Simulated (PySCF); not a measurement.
A structure optimised at PBE0-D3(BJ)/def2-TZVP (Å):
```
atom  x, y, z in Å
F1    -0.2924   -0.6784    1.5793
C2     0.4751   -0.2996    0.5464
F3     1.3037    0.6754    0.9530
C4    -0.4244    0.2449   -0.5718
F5    -1.1383    1.2820   -0.1601
F6     0.3264    0.6221   -1.6038
F7    -1.2543   -0.7123   -0.9821
H8     1.0587   -1.1529    0.1871
```

Charge 0, singlet.

(1) Which heavy atoms are bonded, and with what formal order?

(2) Give the structure as a SMILES string.

(3) Name the point group.

(4) Describe the place of each heavy atom.

(5) What is the arrangement about C2?

(6) What is the arrangement about C4?

Answers

(1) F1–C2 1.34 Å (single); C2–F3 1.34 Å (single); C2–C4 1.53 Å (single); C4–F5 1.32 Å (single); C4–F6 1.33 Å (single); C4–F7 1.33 Å (single). Bonds to hydrogen (Å): C2–H8 1.09.

(2) `FC(F)C(F)(F)F`, C2HF5, pentafluoroethane. Among its features: CF3 group and C–F bond.

(3) Cs (tolerance 0.08 Å).

(4) F1/F3: fluorine of a CF2 group; C2: CHF2 carbon; C4: CF3 carbon; F5/F6/F7: fluorine of a CF3 group.

(5) It has 4 neighbours (F1, F3, C4, H8) and is tetrahedral (angles from 109.0° to 110.5°).

(6) It has 4 neighbours (C2, F5, F6, F7) and is tetrahedral (angles from 108.4° to 111.5°).

These are computed values.
